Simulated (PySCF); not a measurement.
Compound: C₄H₇BO.
InChI=1S/C4H7BO/c1-3-6-4(2)5/h3H,1-2,5H2

Torsions of this conformer, `[BH2:1][C:2](=[CH2:3])[O:4][CH:5]=[CH2:6]`: B1–C2–O4–C5 26°, C2–O4–C5–C6 -171°.

The closed-shell ground state was solved at several levels (PySCF, density fitting, gas phase, non-relativistic). One conformer (not necessarily the lowest) at the PBE0-D3(BJ)/def2-SVP geometry, without solvent, vibrations or thermal averaging.

| level | basis functions | total energy (Eh) | HOMO (eV) | LUMO (eV) | gap (eV) | dipole (D) |
| --- | --- | --- | --- | --- | --- | --- |
| CAM-B3LYP/pcSseg-1 | 137 | -256.4687 | -7.83 | -1.17 | 6.66 | 0.81 |
| mPW1PW91/pcSseg-1 | 137 | -256.5322 | -6.61 | -2.29 | 4.32 | 0.77 |
| B97-2/pcJ-1 | 232 | -256.5451 | -6.34 | -2.27 | 4.07 | 0.75 |
| PBE0/IGLO-III | 280 | -256.4171 | -6.61 | -2.31 | 4.30 | 0.71 |
| BHandHLYP/pcSseg-1 | 137 | -256.4469 | -7.52 | -1.22 | 6.30 | 0.86 |
| PBE0/aug-cc-pVDZ | 201 | -256.3469 | -6.60 | -2.31 | 4.29 | 0.70 |

(1) What might PBE0/def2-TZVP (228 basis functions) give for the same quantities?

(2) Over all these levels, which gives the widest orbital gap and which the narrowest?

(3) How much does the basis alone move the frontier levels among the 3 PBE0 rows (the withheld one included)?

(4) How far do the dipole and the HOMO energy spread over the levels?

Answers

(1) Total energy -256.4117 Eh, HOMO -6.60 eV, LUMO -2.28 eV, gap 4.32 eV, dipole 0.69 D.

(2) CAM-B3LYP/pcSseg-1 (range-separated hybrid) has the widest, 6.66 eV, and B97-2/pcJ-1 (global hybrid, 21 % exact exchange) the narrowest, 4.07 eV. Functional and basis both differ between the two, so the spread mixes both effects.

(3) The HOMO by 0.01 eV and the LUMO by 0.03 eV. By rising basis size (HOMO, LUMO in eV): aug-cc-pVDZ -6.60, -2.31; def2-TZVP -6.60, -2.28; IGLO-III -6.61, -2.31.

(4) The dipole runs from 0.69 to 0.86 D (mean 0.76 D) and the HOMO from -7.83 to -6.34 eV.
